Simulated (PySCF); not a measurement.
CHNO, charge -1, doublet, geometry from GFN2-xTB (a state made from the parent by changing its charge; the spin is typed, not shown lowest) (in this run its highest filled SCF level lies above zero, so its values depend strongly on the basis, on diffuse functions most of all). Base run: BLYP/def2-SV(P) (PySCF).

Here is a job for PySCF.
```python
from pyscf import gto, scf, dft

mol = gto.Mole()
mol.atom = '''
    N    -1.10932296    0.26809662    0.17063078
    C     0.07399388   -0.27621871    0.20499431
    O     1.13555407   -0.00065511   -0.40397735
    H    -1.76313503   -0.21412318    0.80743747
'''
mol.basis = 'def2-sv(p)'
mol.charge = -1
mol.spin = 1
mol.verbose = 4
mol.symmetry = True
mol.build()

mf = dft.UKS(mol)
mf.xc = 'blyp'
mf.kernel()
mf.analyze()
```

Variants of this job, named by their change:

```tsv
change	ΔE vs base (mEh)	point group used	SCF cycles
base	0.000	Cs	11
symmetry = off	0.000	C1	11
irrep_nelec = A':(11, 9) A":(1, 2)	229.3	Cs	11
irrep_nelec = A':(9, 9) A":(3, 2)	131.4	Cs	12
```

Open shells are given as the SCF converged; they aren't shown to be the lowest states, and a large step between rows can be another state.
